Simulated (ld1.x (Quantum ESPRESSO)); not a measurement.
**Zn: one change to a TM potential, before and after**

* Element: Zn (Z = 30)
* Generator: ld1.x (Quantum ESPRESSO) 7.5
* Type: norm-conserving Troullier–Martins (Kleinman–Bylander form)
* Functional: PBE
* Relativity: scalar-relativistic
* Frozen core: [Ar]
* Valence charge: 12
* Reference configuration: 3d10 4s2 4p0
* Partial waves: 4p (bound, empty): rc 2.95 bohr; 3d (bound): rc 1.10 bohr; 4s (bound): rc 2.05 bohr
* Local potential: the s channel
* Core correction: none

Change: core correction a·sin(br)/r model core inside 0.88 bohr.

Cutoffs: the cutoffs (Ry, on a coarse ladder) from which the occupation-weighted sum of valence levels, in a spherical-Bessel basis at the reference potential, stays within 10 and 1 mRy of its value at 400 Ry; they do not see the model core or the augmentation charge, which bear on the density cutoff. Errors are all-electron minus pseudo energies relative to the spin-unpolarised reference configuration.

**Question.** Predict the effect on cutoff, ghosts and configuration errors.

**Answer.** The number of tests that count goes from 6 to 5; of the 4 tests that both files solve, the error grows in 2 and shrinks in 1 by more than 15 % and 0.3 meV (median size 112.9 → 225.2 meV); neither file shows a bound ghost at the reference potential, the only one tested. A model core, the more so a compact one, raises the density cutoff, which this test does not measure.

```tsv
quantity	base	changed
cutoff, loose	200 Ry	200 Ry
cutoff, tight	over 300 Ry	over 300 Ry
bound ghosts	none	none
tests counted (converged, no solver errors)	6 of 7	5 of 7
error for 3d10 4s1 4p0, meV [ΔE 9.89 eV]	+1.4	-8.2
error for 3d9 4s0 4p0, meV [ΔE 68.86 eV]	-223	-442
error for 3d10 4s1 4p1, meV [ΔE 5.09 eV]	+2.4	-1.5
error for 3d9 4s2 4p1, meV [ΔE 12.24 eV]	-412	-443
s: phases at 3.21 bohr within 0.05 rad from the reference energy up to (Ry; the scan ends near 5)	1.6	1.6
p: phases at 3.21 bohr within 0.05 rad from the reference energy up to (Ry; the scan ends near 5)	2.7	2.7
d: phases at 3.21 bohr within 0.05 rad from the reference energy up to (Ry; the scan ends near 5)	0.5	0.5
```

Base: Tests not counted: 3d10 4s1.5 4p0 (solver errors, printed error -0.2 meV). Changed file: Tests not counted: 3d10 4s0 4p0 (solver errors, printed error -51 meV); 3d8 4s0 4p0 (solver errors, printed error -2.3 eV).
